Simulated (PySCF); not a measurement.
## As (arsenic, neutral): UHF calculation

Configuration: [Ar] 3d10 4s2 4p2 5s1, high-spin 4P determinant (an excited configuration). Calculation: PySCF 2.14, in aug-cc-pVQZ-DK; scalar relativity by spin-free X2C-1e.

| Property | Result |
| --- | --- |
| Total energy | -2258.788873 hartree |
| One-electron energy | -3140.5732 hartree |
| Hartree (Coulomb) energy | 964.3709 hartree |
| Exchange energy | -82.5865 hartree |
| ⟨S²⟩ | 3.7588 |
| ⟨L²⟩ | 2.038 |
| Sum of ⟨r⟩ | 27.43 bohr |
| Sum of ⟨r²⟩ | 66.76 bohr² |
| Traceless quadrupole moment −½Σ⟨3z² − r²⟩ along its main axis | 1.23 e·bohr² |
| Langevin diamagnetic susceptibility | -52.9 ×10⁻⁶ cm³/mol |

```tsv
shell	electrons	mean orbital energy (eV)	spread (eV)	rms radius, mean of both spins (bohr)
1s α	1	-11948.9	0	0.0524
1s β	1	-11948.8	0	0.0524
2s α	1	-1577.1	0	0.219
2s β	1	-1577.0	0	0.219
2p α	3	-1378.9	0.047	0.196
2p β	3	-1378.7	0.160	0.196
3s α	1	-230.27	0	0.639
3s β	1	-229.91	0	0.639
3p α	3	-166.56	0.040	0.667
3p β	3	-166.12	0.554	0.667
3d α	5	-61.270	0.333	0.748
3d β	5	-61.051	0.556	0.748
4s α	1	-25.505	0	2.06
4s β	1	-20.237	0	2.06
4p α	2	-13.444	0	2.54
5s α	1	-3.151	0	6.00
```

The outer electron is Rydberg-like, and this basis confines it to a smaller radius and binds it less than a complete one would.

Densities and radii are taken from the X2C orbitals without a picture-change correction, which distorts them close to the nucleus.

Spin-orbit constants ζ (cm⁻¹) from the X2C one-electron operator on these orbitals: bare nucleus, nucleus screened by l(l+1)(2l+1)/3 electrons, and screened by the Breit-Pauli mean field of the electrons.

```tsv
shell	bare	screened nucleus	mean field
2p	203400	191100	n/a
3p	27780	26100	n/a
3d	3207	2235	n/a
4p	1594	1497	n/a
```

To first order the Landé constant is A = 499.0 cm⁻¹, so the lowest level has J = 1/2 and lies 0.155 eV below the centre of the term. This holds in LS coupling only.
